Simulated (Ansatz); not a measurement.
Basis-set series for CH9BrInSbSiSn, SMILES `Br[SiH2][CH]([InH2])[SnH2][SbH2]`. The species carries charge 0 and has multiplicity 1. In, Sn, Sb takes the def2 core potential. All single points use the PBE0-D4/def2-TZVP geometry. It is one conformer, not always the lowest.

```xyz
15

Br   -1.9555   -1.7131   -1.1154
Si   -1.9909   -0.5802    0.8298
C    -0.4285    0.3632    0.9421
In    1.3386   -0.9416    1.0714
Sn   -0.0912    1.5775   -0.7979
Sb    1.3242   -0.1142   -2.5514
H    -3.2239    0.2483    0.7688
H    -2.1555   -1.6098    1.8883
H    -0.4351    1.0286    1.8132
H     2.8251   -0.1154    1.3455
H     1.0953   -2.6408    1.1694
H     0.8427    2.9474   -0.3788
H    -1.5468    2.0844   -1.5429
H     1.5997   -1.2112   -1.2364
H     2.8017    0.6770   -2.2057
```

```tsv
functional	basis	functions	energy (Eh)	HOMO (eV)	LUMO (eV)
PBE0-D4	def2-TZVPP	397	-3551.46488	-7.18	-1.86
PBE0-D4	def2-QZVPP	732	-3551.53524	-7.19	-1.87
ωB97M-V	def2-TZVPP	397	-3551.56637	-9.11	-0.27
ωB97M-V	def2-QZVPP	732	-3551.63433	-9.10	-0.31
```

(1) Give the rows for def2-SVP. (An estimate is asked.)

Answers

(1) Computed: 
```csv
functional,basis,functions,energy (Eh),HOMO (eV),LUMO (eV)
PBE0-D4,def2-SVP,187,-3550.97814,-7.15,-1.79
ωB97M-V,def2-SVP,187,-3551.07434,-9.04,-0.09
```

Scalar relativity is left out up to krypton.
